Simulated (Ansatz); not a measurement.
One change: `[OH][InH][OH]` becomes `OBO`.

Ansatz, PBE0-D4/def2-TZVP geometries, multiplicity 1. Each molecule was computed in one conformer, which needn't be the lowest.

Elements past krypton have def2 core potentials.

| property | `[OH][InH][OH]` |
| --- | --- |
| HOMO–LUMO gap (ωB97M-V/def2-TZVPP) / eV | 11.08 |
| size of the dipole moment (B3LYP/def2-TZVPP) / D | 2.29 |
| LUMO energy (ωB97M-V/def2-TZVPP) / eV | 0.34 |
| HOMO energy (ωB97M-V/def2-TZVPP) / eV | -10.74 |
| HOMO–LUMO gap (PBE/def2-TZVPP) / eV | 4.72 |
| size of the dipole moment (ωB97M-V/def2-TZVPP) / D | 2.37 |

(1) What does the change do to each property? (Estimate.)

## Answers

(1) Computed: 
| property | `OBO` | shift |
| --- | --- | --- |
| HOMO–LUMO gap (ωB97M-V/def2-TZVPP) / eV | 14.11 | 3.03 |
| size of the dipole moment (B3LYP/def2-TZVPP) / D | 1.53 | -0.76 |
| LUMO energy (ωB97M-V/def2-TZVPP) / eV | 2.23 | 1.89 |
| HOMO energy (ωB97M-V/def2-TZVPP) / eV | -11.88 | -1.14 |
| HOMO–LUMO gap (PBE/def2-TZVPP) / eV | 7.69 | 2.97 |
| size of the dipole moment (ωB97M-V/def2-TZVPP) / D | 1.54 | -0.83 |

With PBE0 the HOMO falls by 1.15 eV and the LUMO rises by 1.97 eV, so the gap widens by about 3.12 eV. PBE moves the HOMO by -1.10 eV and ωB97M-V by -1.14 eV. Dipoles are sizes alone; their direction can turn.

B3LYP here is the variant with VWN-RPA as its local correlation; programs differ in this.
